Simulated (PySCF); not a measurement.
These 2 structures share the formula C9H17Al. Computed with PBE0-D3(BJ)/def2-SVP geometry optimisation, gas phase in PySCF. One conformer each; no zero-point energy, no entropy. No frequencies were run at this level. Point groups hold within 0.08 Å.

Question: Order them by energy at this level, lowest first, and give relative energies in kcal/mol.
A. `[CH2:1]1[CH2:2][CH2:3][CH:4]([C@H:5]2[CH2:6][CH2:7][CH2:8][AlH:9]2)[CH2:10]1` with C3–C4–C5–C6 165°, C10–C1–C2–C3 -5°, C1–C2–C3–C4 -21°, C2–C3–C4–C5 164°, C4–C5–C6–C7 85°
B. `[CH2:1]1[CH2:2][CH2:3][CH:4]([C@H:5]2[CH2:6][CH2:7][AlH:8][CH2:9]2)[CH2:10]1` with C3–C4–C5–C6 177°, C10–C1–C2–C3 6°, C1–C2–C3–C4 20°, C2–C3–C4–C5 -163°, C4–C5–C6–C7 179°

Answer: B (0.0), A (2.5).

| SMILES | E (Eh) | E rel (kcal/mol) | dipole (D) | point group | A, B, C (MHz) |
| --- | --- | --- | --- | --- | --- |
| C1CCC([C@H]2C[CH2][AlH][CH2]2)C1 | -594.77361 | 0.0 | 0.12 | C1 | 2853, 581.2, 502.0 |
| C1CCC([C@H]2CC[CH2][AlH]2)C1 | -594.76957 | 2.5 | 0.63 | C1 | 2165, 712.0, 701.2 |

Q: How do the relative energies change in single points at PBE0/pcSseg-1 (no added dispersion term) on the same geometries?

A: 
```
                          SMILES  PBE0-D3(BJ)/def2-SVP (kcal/mol)  PBE0/pcSseg-1 (kcal/mol)  shift
C1CCC([C@H]2C[CH2][AlH][CH2]2)C1                              0.0                       0.0    0.0
    C1CCC([C@H]2CC[CH2][AlH]2)C1                              2.5                       3.4   +0.9
```

Each column counts from its own lowest isomer. The order is unchanged; the largest shift is 0.9 kcal/mol.
